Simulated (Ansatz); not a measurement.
A nudged elastic band was laid between two geometries of C2H6O2Si (11 atoms, charge 0, multiplicity 1).

All numbers below come from RHF/def2-SVP in Ansatz.

| Quantity | Value |
| --- | --- |
| movable images | 5 |
| climbing image | yes |
| spring | 5.0 eV/Å² |
| optimiser | quadratic models (default) |
| start path | through a guess of the saddle point |
| force threshold | 0.03 eV/Å |
| iteration limit | 60 |
| end points | relaxed |

Image 0:

```xyz
11
Properties=species:S:1:pos:R:3
O -0.646 1.672 1.931
C -0.093 0.825 1.064
C -0.718 0.080 0.154
Si 0.194 -1.067 -0.992
O 1.826 -0.798 -0.886
H -1.587 1.685 1.839
H 0.983 0.803 1.179
H -1.804 0.148 0.095
H -0.277 -0.855 -2.384
H -0.020 -2.486 -0.643
H 2.209 -0.063 -1.336
```

Image 6:

```xyz
11
Properties=species:S:1:pos:R:3
O -0.728 1.703 1.956
C -0.144 0.936 1.037
C -0.740 0.075 0.215
Si 0.204 -0.929 -1.021
O 1.793 -0.485 -0.865
H -1.664 1.566 1.965
H 0.928 1.091 1.023
H -1.822 -0.035 0.279
H -0.274 -0.683 -2.405
H 0.052 -2.388 -0.783
H 2.461 -0.908 -1.379
```

**Question.** Which bonds break or form, and what moves?

**Answer.** No bond is made or broken. The dihedral C3–Si4–O5–H11 goes from -79 to 177°.

**Question.** Give the energies along the band, and the barrier.

**Answer.** The forces met the threshold. The highest image is number 2 of 0 to 6, 0.105 eV above the first end and 0.123 eV above the last; the last end lies 0.018 eV below the first. A vibrational analysis at the climbing image gives one clearly imaginary mode, 359i cm⁻¹: a first-order saddle point. Another band between the same ends, with other settings, climbed to 0.00 eV only, so this may not be the lowest route.

| image | path coordinate (Å) | energy (eV) | dihedral C3–Si4–O5–H11 (°) |
| --- | --- | --- | --- |
| 0 | 0.00 | 0.000 | -79 |
| 1 | 0.52 | 0.034 | -53 |
| 2 | 1.04 | 0.105 | 1 |
| 3 | 1.58 | 0.033 | 57 |
| 4 | 2.13 | 0.000 | 84 |
| 5 | 2.68 | -0.002 | 130 |
| 6 | 3.23 | -0.018 | 177 |

**Question.** What is the geometry of the highest image?

**Answer.** 
```xyz
11
Properties=species:S:1:pos:R:3
O -0.619 1.713 1.862
C -0.061 0.913 0.954
C -0.673 0.037 0.164
Si 0.165 -1.060 -1.091
O 1.794 -0.792 -1.155
H -1.556 1.589 1.893
H 1.011 1.069 0.933
H -1.756 -0.049 0.259
H -0.412 -0.820 -2.432
H -0.074 -2.483 -0.758
H 2.247 -0.174 -0.607
```

Run time: 3.3 min on 1 thread of Arm Neoverse V2 (shared host), peak memory 0.2 GiB.
